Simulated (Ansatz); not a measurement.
Ansatz results at the PBE0-D4/def2-TZVP geometry: size of the dipole moment (ωB97M-V/def2-TZVPP) 2.25 D; HOMO energy (B3LYP/def2-TZVPP) -7.58 eV; LUMO energy (ωB97M-V/def2-TZVPP) 0.67 eV.

Each molecule was computed in one conformer, which needn't be the lowest.

Problem. Which molecule gave them?
A. `F/C=N/[SiH2]F`
B. `BOCCO`
C. `BO[Si](C)(F)S`
D. `C=N[SiH](F)F`

Solution. D. The others give `BOCCO`: 1.60, -7.97, 1.33; `F/C=N/[SiH2]F`: 0.78, -8.44, 1.38; `BO[Si](C)(F)S`: 2.38, -7.61, 1.03.

B3LYP here is the variant with VWN-RPA as its local correlation; programs differ in this.
